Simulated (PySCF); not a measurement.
Ga(Me)3(PH3) (C3H12GaP), SMILES [CH3][Ga]([CH3])([CH3])<-[PH3] (connectivity only; charge and spin as stated), neutral, multiplicity 1.

The structure is a stationary point at ωB97X-D3(BJ)/def2-SVP. The isomer is the one that the SMILES or the coordinates give; other isomers of the formula were not compared. One conformer was computed; it need not be the lowest.

The numbers are results of ωB97X-D3(BJ)/def2-SVP (PySCF), not measurements.

Frequencies are harmonic and unscaled.

Modes within 1.5 cm⁻¹ of each other (mostly degenerate sets) share a row, with their intensities summed.

| mode | ν (cm⁻¹) | IR (km/mol) | moving atoms (share of kinetic energy) |
|---|---|---|---|
| 1–2 | 69 | 1.2 | C 41 %, H 37 %, P 14 % |
| 3 | 79 | 0.0 | H 98 % |
| 4 | 111 | 0.0 | H 100 % |
| 5–6 | 115 | 0.1 | H 93 % |
| 7–8 | 148 | 5.0 | C 48 %, H 41 %, Ga 11 % |
| 9 | 153 | 11.9 | C 41 %, H 33 %, Ga 20 % |
| 10 | 172 | 9.2 | P 63 %, Ga 28 %, H 8 % |
| 11–12 | 316 | 5.2 | H 80 %, P 16 % |
| 13 | 531 | 10.0 | C 77 %, H 22 % |
| 14–15 | 577 | 76.5 | C 58 %, Ga 21 %, H 21 % |
| 16 | 643 | 0.0 | H 86 %, C 14 % |
| 17–18 | 661 | 15.1 | H 81 %, C 17 % |
| 19 | 739 | 166.1 | H 75 %, C 21 % |
| 20–21 | 766 | 113.7 | H 76 %, C 22 % |
| 22 | 1006 | 53.8 | H 92 % |
| 23–24 | 1137 | 16.7 | H 98 % |
| 25–26 | 1235 | 45.6 | H 79 %, C 21 % |
| 27 | 1240 | 0.5 | H 81 %, C 19 % |
| 28–30 | 1445 | 1.9 | H 95 % |
| 31–32 | 1452 | 3.1 | H 96 % |
| 33 | 1456 | 2.2 | H 96 % |
| 34 | 2497 | 25.4 | H 98 % |
| 35–36 | 2518 | 45.1 | H 96 % |
| 37–39 | 3050 | 47.9 | H 97 % |
| 40–42 | 3142 | 42.8 | H 91 %, C 9 % |
| 43–45 | 3151 | 56.3 | H 91 %, C 9 % |
